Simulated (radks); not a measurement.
Pd XLV, 2 electrons, occupied as [He] (the NIST ground configuration).

Method: non-relativistic Kohn-Sham, LB94 model potential, spin-polarised, spherical densities, point nucleus; relativity is left out, which matters for an element this heavy; computed with a radial shooting solver on a logarithmic mesh with Libxc functionals.

Energy parts (eV):
| part | energy |
|---|---|
| kinetic | 56720.423 |
| electron-nucleus | -114295.996 |
| Hartree | 1551.246 |
(The LB94 potential has no energy functional, so no total or exchange-correlation energy is given.)

Orbitals (lengths in bohr, moments of r in powers of bohr; <r^-3> diverges for s and p1/2; r(max) is where P^2 peaks):
| orbital | occ. | eigenvalue (eV) | <r^-3> | r(max) | <r> |
|---|---|---|---|---|---|
| 1s | 2 | -27906.87 | - | 0.02187 | 0.03291 |

The highest occupied level is 1s at -27907 eV. For comparison, the ionisation energy in NIST's Atomic Spectra Database is 28776.0 eV (theoretical). In exact Kohn-Sham theory the highest level is minus the ionisation energy, but local and semilocal functionals leave it too shallow, through self-interaction and a potential that decays too fast; potentials with the right tail come closer. The density falls to 0.001 e/bohr^3 at r = 0.20 bohr. Summed over all electrons, <r^2> = 0.002891 bohr^2, which gives a Langevin (diamagnetic) susceptibility term of -0.00229 x 10^-6 cm^3/mol.
